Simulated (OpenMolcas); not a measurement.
# Pt2+ in a ligand field

Pt2+ with 6 ligands (fluoride) in octahedral coordination (Oh) at 2.11 Å. A charge of +0.667 e stands 2.4 Å behind each ligand. Ligand basis ANO-RCC-VDZP.
```
Pt    0.0000    0.0000    0.0000
F     2.1100    0.0000    0.0000
F     0.0000    2.1100    0.0000
F    -2.1100    0.0000    0.0000
F     0.0000   -2.1100    0.0000
F     0.0000    0.0000    2.1100
F     0.0000    0.0000   -2.1100
```

* Program: OpenMolcas 26.06
* Method: CASSCF
* Basis: ANO-RCC-VTZP [8s7p5d3f1g]
* Scalar Hamiltonian: DKH2, point nucleus
* Active space: 8 electrons in 5 orbitals (5d)
* State averaging: 2S+1 = 3 even, 10 roots; 2S+1 = 1 even, 15 roots
* Spin-orbit coupling: state interaction with AMFI integrals over the reference wave functions

The lowest spin-free states (labels of O, the rotations of Oh), above the lowest:

```json
{"State": "3A2", "Degeneracy": "1", "E (cm-1)": "0.0"}
{"State": "1E", "Degeneracy": "2", "E (cm-1)": "12496"}
{"State": "3T2", "Degeneracy": "3", "E (cm-1)": "15650"}
{"State": "1A1", "Degeneracy": "1", "E (cm-1)": "21921"}
{"State": "3T1", "Degeneracy": "3", "E (cm-1)": "23070"}
{"State": "1T2", "Degeneracy": "3", "E (cm-1)": "28092"}
{"State": "1T1", "Degeneracy": "3", "E (cm-1)": "31561"}
{"State": "3T1", "Degeneracy": "3", "E (cm-1)": "35971"}
{"State": "1E", "Degeneracy": "2", "E (cm-1)": "45426"}
{"State": "1T2", "Degeneracy": "3", "E (cm-1)": "45711"}
{"State": "1A1", "Degeneracy": "1", "E (cm-1)": "65622"}
```

The lowest levels with spin-orbit coupling:

```csv
E (cm-1),Degeneracy,Label,2S+1
0.0,3,T2,3
9858,2,E,1 (59 %)
14716,3,T1,3
15448,2,E,3 (77 %)
17444,1,A1,3 (62 %)
18273,3,T2,3 (89 %)
20528,1,A2,3
25459,3,T1,3
26770,3,T2,3 (84 %)
28397,1,A1,1 (59 %)
28919,3,T2,3 (51 %)
30192,2,E,3 (74 %)
34815,3,T1,1 (85 %)
37822,1,A1,3 (87 %)
39919,3,T1,3
40360,2,E,3
42209,3,T2,3 (61 %)
50289,2,E,1 (89 %)
50734,3,T2,1 (83 %)
71577,1,A1,1
```

Powder χT (cm3 K/mol): 1.76 at 2 K, 1.76 at 10 K, 1.77 at 50 K, 1.77 at 100 K, 1.78 at 200 K, 1.79 at 300 K. The effective moment at 300 K is 2.828 √(χT) = 3.79 μB.

The lowest level has 2S+1 = 3, for which the spin-only value is χT = S(S+1) / 2 = 1.000 cm3 K/mol (g = 2). The computed 1.792 at 300 K differs by +0.792, through orbital momentum, spin-orbit coupling and any other state in reach.

Metal share of the active 5d orbitals (Löwdin): 88, 88, 95, 95, 95 %; Mulliken charge of the metal 1.58.

A least-squares ligand-field fit to the states below 45000 cm-1, each weighted by its degeneracy and with a free common offset, gives 10Dq = 15791 cm-1, B = 786 cm-1 and C = 3237 cm-1 (C/B = 4.12), with an rms deviation of 50 cm-1.

The same method and metal basis give the free ion B = 865 cm-1 (fit to its terms below 60000 cm-1, rms deviation 8 cm-1), so the nephelauxetic ratio is β = 786 / 865 = 0.91; it hangs on how both fits weigh the states, and computed free-ion B values tend to be too large, so β mixes covalency with correlation.

Without dynamic correlation the repulsion within the d shell is too large (B by tens of per cent), so at a given field states of lower spin stand too high. Real 4d8 and 5d8 ions are as a rule square planar and diamagnetic. With metal d orbitals alone the field can be off either way by tens of per cent. Ligand-to-metal charge-transfer states are missing. With no ligand orbital active B as a rule stays too high, so bands that hang on it stand too high and its fall with covalency is understated. No measured value stands beside these numbers; the geometry was imposed, not optimised, and the real ion may take another.
